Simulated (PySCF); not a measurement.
# Ionisation energy of Ar²⁺ by level of theory

Ar²⁺ [Ne] 3s2 3p4 (3P) → Ar³⁺ [Ne] 3s2 3p3 (4S), as a difference of total energies. All numbers are calculated (PySCF 2.14, no relativity, point nucleus, in def2-SVP (4s3p1d, 18 functions)). Correlated levels: valence: [Ne] frozen. The calculations carry no spin-orbit coupling.

```tsv
method	ionisation energy (eV)
UHF	39.439
MN15	40.998
BP86	40.964
MP2 (valence)	39.938
SCS-MP2 (valence)	39.958
CCSD (valence)	39.940
CCSD(T) (valence)	39.947
```

Q: How much does correlation contribute at CCSD(T) (valence)?

A: 39.947 − (39.439) = 0.508 eV, measured against UHF.

The reference lies between the lowest fine-structure levels, while these numbers refer to the centres of the terms.

Errors of the correlated levels include the incompleteness of this basis and the frozen core.

For comparison: 40.735 ± 0.012 eV (semi-empirical (NIST evaluation); NIST Atomic Spectra Database, ionization energies).
